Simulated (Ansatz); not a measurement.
`[F][AlH][SH]` + `[OH][GeH2][NH]CF` → `FC[NH][AlH][SH]` + `[OH][GeH2][F]`  (redistribution)

Computed with Ansatz on PBE0-D4/def2-TZVP structures; ΔE is electronic, products minus reactants. CCSD(T)/CBS is the MP2 limit (def2-TZVPP, def2-QZVPP) plus CCSD(T) − MP2 in def2-TZVPP, frozen cores. This one scheme is used for every species. DFT in def2-TZVPP. For Ge outer-core shells are correlated without core-valence functions, which leaves a few kJ/mol of doubt a bond. Scalar relativity is left out up to krypton. Each species was taken in one conformer, which may not be the lowest.

Is it downhill or uphill in electronic energy at CCSD(T)/CBS, and by how much? (Best estimate.)

Ansatz gave: Uphill: ΔE = +11.8 kcal/mol.

What do these levels give: PBE-D4, PBE0-D4, MP2/def2-QZVPP, HF/CBS(def2), MP2/CBS(def2), CCSD/CBS(def2)? (Estimate.)

The calculation gave: PBE-D4 9.9, PBE0-D4 10.0, MP2/def2-QZVPP 11.9, HF/CBS(def2) 8.5, MP2/CBS(def2) 12.3, CCSD/CBS(def2) 11.6 kcal/mol.

Largest T1 diagnostic among the species: 0.012.

In def2-TZVPP, CCSD(T) changes the Hartree–Fock value by +2.4 kcal/mol (the triples alone add +0.2 kcal/mol) and MP2 by +2.9 kcal/mol.
